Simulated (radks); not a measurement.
The numbers below are computed, except where a source is named.
Polarisability of the helium ion He+, 1s1, at imaginary frequency. Level of theory: scalar-relativistic Kohn-Sham, PBE, spin-polarised, spherical densities, finite nucleus; open shells are filled with parallel spins first; Gaussian nuclear charge, rms radius 1.6755 fm (a radial shooting solver on a logarithmic mesh with Libxc functionals). Response by self-consistent Sternheimer equations with the Hartree and adiabatic LDA kernel, the relativistic mass of each level held fixed and spin-orbit coupling left out.

| w (hartree) | alpha1(iw) (bohr^3) | alpha2(iw) (bohr^5) |
|---|---|---|
| 0.00266 | 0.3119 | 0.2981 |
| 0.0143 | 0.3119 | 0.2981 |
| 0.0360 | 0.3118 | 0.2980 |
| 0.0697 | 0.3113 | 0.2977 |
| 0.118 | 0.3101 | 0.2970 |
| 0.186 | 0.3073 | 0.2954 |
| 0.280 | 0.3017 | 0.2920 |
| 0.413 | 0.2905 | 0.2853 |
| 0.605 | 0.2697 | 0.2722 |
| 0.892 | 0.2338 | 0.2476 |
| 1.35 | 0.1797 | 0.2054 |
| 2.12 | 0.1141 | 0.1444 |
| 3.59 | 0.05523 | 0.07728 |
| 6.94 | 0.01815 | 0.02730 |
| 17.5 | 0.003149 | 0.004888 |

Static values: alpha1 = 0.3119 bohr^3 (0.04622 angstrom^3; uncoupled 0.3095), alpha2 = 0.2981 bohr^5, alpha3 = 0.7256 bohr^7. C6 = 0.1162, C8 = 0.6267, triple-dipole C9 = 0.02674 atomic units. One-pole (London) frequency 4 C6 / (3 alpha1^2) = 1.593 hartree, against 1.545 for minus the highest occupied eigenvalue.
